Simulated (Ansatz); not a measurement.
CCl (SMILES [C]Cl): geometry of the low-spin state from B3LYP-D3(BJ)/def2-TZVP.
(charge 0, multiplicity 2):
```xyz
2

C      0.00000     0.00000    -1.22427
Cl     0.00000     0.00000     0.43209
```
The high-spin state stands at its own minimum; R- takes a restricted low-spin state.

Run with Ansatz (an electronic-structure program). Values without a source in brackets are computed.

The gap E(multiplicity 2) − E(multiplicity 4) (kcal/mol) and the share of exact exchange:

| functional | exact exchange (%) | value |
|---|---|---|
| U-PBE/def2-TZVPP | 0 | -55.84 |
| U-PBE0/def2-TZVPP | 25 | -51.45 |
| U-B3LYP/def2-TZVPP | 20 | -58.62 |
| U-BHLYP/def2-TZVPP | 50 | -55.18 |
| U-r2SCAN/def2-TZVPP | 0 | -46.85 |

### Question
Take the value as linear in the share of exact exchange along PBE and PBE0. Give the slope, say whether the sign turns, and set the other functionals against that line.

### Answer

Slope: (-51.45 − (-55.84))/2.5 = 1.75 kcal/mol for each 10 %. The line keeps its sign from 0 to 100 %. At 50 % it gives -47.1 kcal/mol. From B3LYP to BHLYP the slope is (-55.18 − (-58.62))/3 = 1.15 for each 10 %. BHLYP, at 50 %, lies -8.1 from the PBE line. B3LYP, at 20 %, lies -6.3 from the PBE line. r2SCAN, with none, stands 9.0 from PBE.
